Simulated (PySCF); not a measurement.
From one molecule to another.

First species: C6H3F3.
SMILES: `C=C=CC#CC(F)(F)F`

Second species: 2,4-xylenol, C8H10O.
Atom-mapped SMILES: `[CH3:1][c:2]1[cH:3][cH:4][c:5]([OH:6])[c:7]([CH3:8])[cH:9]1` (hydrogens: H10, H11, H12 on C1; H13 on C3; H14 on C4; H15 on O6; H16, H17, H18 on C8; H19 on C9)

Cartesian coordinates in Å at the PBE0-D3(BJ)/def2-SVP level; atoms count from 1:
```
atom  x, y, z in Å
C1     3.0462   -0.9575   -0.0333
C2     1.7191   -0.2577   -0.1008
C3     1.6246    1.1108   -0.3526
C4     0.3836    1.7434   -0.4221
C5    -0.7890    1.0141   -0.2395
O6    -2.0194    1.5776   -0.2968
C7    -0.7305   -0.3676    0.0181
C8    -2.0018   -1.1349    0.2109
C9     0.5244   -0.9685    0.0810
H10    3.1516   -1.5336    0.8996
H11    3.8797   -0.2423   -0.0816
H12    3.1694   -1.6683   -0.8671
H13    2.5340    1.7004   -0.4971
H14    0.3268    2.8189   -0.6196
H15   -1.9257    2.5195   -0.4722
H16   -1.7978   -2.1835    0.4675
H17   -2.6197   -1.1144   -0.7015
H18   -2.6157   -0.6905    1.0099
H19    0.5713   -2.0434    0.2837
```

Levels: CAM-B3LYP/def2-SVPD for dipole moment, HOMO energy, LUMO energy, HOMO–LUMO gap, static isotropic polarisability and electronic spatial extent ⟨r²⟩ about the centre of nuclear charge; TDDFT CAM-B3LYP/def2-SVPD for lowest singlet excitation; TDA CAM-B3LYP/def2-SVPD for lowest triplet excitation (Tamm–Dancoff); ΔSCF CAM-B3LYP/def2-SVPD for vertical ionisation energy; PBE0-D3(BJ)/def2-SVP for rotational constant A and rotational constant C. Geometries: PBE0-D3(BJ)/def2-SVP. All species are isolated and taken at one optimised geometry, non-relativistic unless stated; the electronic structure was computed with PySCF and density fitting.

Dipoles, sizes and rotational constants follow the conformer. The torsions of the flexible species, by atom-mapped SMILES:
- `[CH3:1][c:2]1[cH:3][cH:4][c:5]([OH:6])[c:7]([CH3:8])[cH:9]1`: H–O6–C5–C4 0°

(1) Which of the two has the higher rotational constant A, and by how much?

(2) Which has the higher HOMO energy?

(3) Which of the two has the higher vertical ionisation energy, and by how much?

(4) Which has the higher rotational constant C?

(5) Which has the higher T1 energy?

(6) Which of the two has the higher ⟨r²⟩, and by how much?

(7) Which has the higher LUMO energy?

(8) Which of the two has the higher S1 energy, and by how much?

Answers

(1) The first: 4.248 GHz against 3.026 GHz, a difference of 1.222 GHz.

(2) The second: -7.37 eV against -8.95 eV, a difference of 1.58 eV.

(3) The first: 9.70 eV against 8.01 eV, a difference of 1.69 eV.

(4) The second: 0.921 GHz against 0.598 GHz, a difference of 0.323 GHz.

(5) The second: 3.91 eV against 3.61 eV, a difference of 0.30 eV.

(6) The first: 1766 bohr² against 1280 bohr², a difference of 486 bohr².

(7) The second: 0.88 eV against -0.42 eV, a difference of 1.30 eV.

(8) The first: 5.43 eV against 5.02 eV, a difference of 0.41 eV.

On the first: The ΔSCF ionisation energy exceeds −ε(HOMO) by 0.75 eV with CAM-B3LYP. The polarisability is 12.01 Å³ as a volume (1 au = 0.148185 Å³), or 1.23 au for each of the 66 electrons.

On the second: The polarisability is 14.68 Å³ as a volume (1 au = 0.148185 Å³), or 1.50 au for each of the 66 electrons. The dipole equals about 3.3 × 10⁻³⁰ C·m (1 D = 3.33564 × 10⁻³⁰ C·m).
